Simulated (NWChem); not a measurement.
**Correlation energy of H4PSi**

SMILES: [SiH3][PH]
```xyz
6

Si    -0.9886    -0.3481     0.0849
P      1.1041     0.4855    -0.1142
H     -1.1904    -0.9440     1.4433
H     -1.9794     0.7509    -0.1145
H     -1.2297    -1.4117    -0.9407
H      1.6789    -0.8051     0.1362
```
Charge 0, spin multiplicity 2.

The numbers come from NWChem runs, not from measurements. The geometry was optimised at UPBE0/def2-SVP, a minimum by its harmonic frequencies.

Basis set: STO-3G. Each correlation energy counts from its own Hartree-Fock reference.

The correlated methods keep 10 core orbitals frozen. The structure started from a generated list of species. The stability of the SCF solutions was not checked. Open-shell Hartree-Fock references start from PBE0 orbitals. Coupled-cluster values serve here as a point of comparison, not as the truth.

```tsv
method	correlation energy (mHa)
UMP2	-65.6
SCS-UMP2	___
CCSD on UHF	___
CCSD[T] on UHF	-98.2
CCSD(T) on UHF	-98.2
CCSD on ROHF	___
CCSD[T] on ROHF	-99.9
CCSD(T) on ROHF	-99.9
CCSDT on ROHF	-100.1
```

Q: Fill in the missing entries.

A: 
- SCS-UMP2, correlation energy (mHa): -76.6
- CCSD on UHF, correlation energy (mHa): -97.5
- CCSD on ROHF, correlation energy (mHa): -99.2
